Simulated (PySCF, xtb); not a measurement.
CH₆Sn, SMILES [SnH3][CH3].

GFN2-xTB run with xtb at its own geometry gives an orbital gap of 7.43 eV and a dipole moment of 1.40 D.

Coordinates come from a PBE0-D3(BJ)/def2-TZVP optimisation. The def2 effective core potentials stand for the cores of Sn; spin–orbit coupling is left out.

### Question
What does PySCF with CAM-B3LYP/def2-TZVPD give? (An estimate is asked for; the answer gives what the named calculation found.)

### Answer
gap 10.30 eV (levels -9.73 and 0.57 eV), dipole 0.74 D.
